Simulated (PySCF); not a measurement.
An unknown gives this computed stick spectrum. The calculation used TDDFT PBE0/def2-SVPD, vertical, gas phase, core orbitals frozen in the response in PySCF 2.14.0, density-fitted response routines. Geometries: GFN2-xTB, one conformer each.

| state | E (eV) | f | main configurations (H = HOMO, L = LUMO) |
| --- | --- | --- | --- |
| S1 | 3.40 | 0.0040 | H→L (100%) |
| S2 | 3.69 | 0.0001 | H→L+1 (100%) |
| S3 | 4.23 | 0.0001 | H-1→L (99%) |
| S4 | 4.51 | 0.0045 | H-1→L+1 (100%) |
| S5 | 5.60 | 0.0086 | H-2→L (65%), H-2→L+1 (17%), H-4→L+1 (9%) |
| S6 | 6.11 | 0.135 | H-2→L+1 (65%), H-2→L (23%) |
| S7 | 6.39 | 0.0001 | H-3→L (74%), H-3→L+1 (25%) |
| S8 | 6.51 | 0.0017 | H→L+2 (95%) |

Orbital energies (eV): HOMO-3 -9.96, HOMO-2 -9.02, HOMO-1 -8.37, HOMO -7.43, LUMO -2.31, LUMO+1 -2.08, LUMO+2 0.15.

Question: Which structure fits?
A. `Cn1cnc(Cl)c1`
B. `Clc1ccnnn1`
C. `C/C(F)=C(/C)C#N`

Answer: B. Its S1, at 3.40 eV, is the lowest among the candidates; the nearest of the others has S1 at 6.01 eV. S1 is HOMO→LUMO (100%). Löwdin shares by element: HOMO nitrogen 86%, carbon 5% or more; LUMO nitrogen 52%, carbon 23% or more (atoms not listed hold the other 25%). At the same level the other candidates give, for their lowest levels:
- `Cn1cnc(Cl)c1`: 6.01 eV (f 0.001); 6.09 eV (f 0.104); 6.54 eV (f 0.000); 6.69 eV (f 0.001); 6.77 eV (f 0.055); T1 4.33 eV; HOMO -6.64, LUMO 0.17 eV
- `C/C(F)=C(/C)C#N`: 6.24 eV (f 0.392); 6.51 eV (f 0.000); 6.83 eV (f 0.000); 6.94 eV (f 0.001); 7.83 eV (f 0.000); T1 3.73 eV; HOMO -7.67, LUMO -1.09 eV
Triplets come from the Tamm–Dancoff approximation.
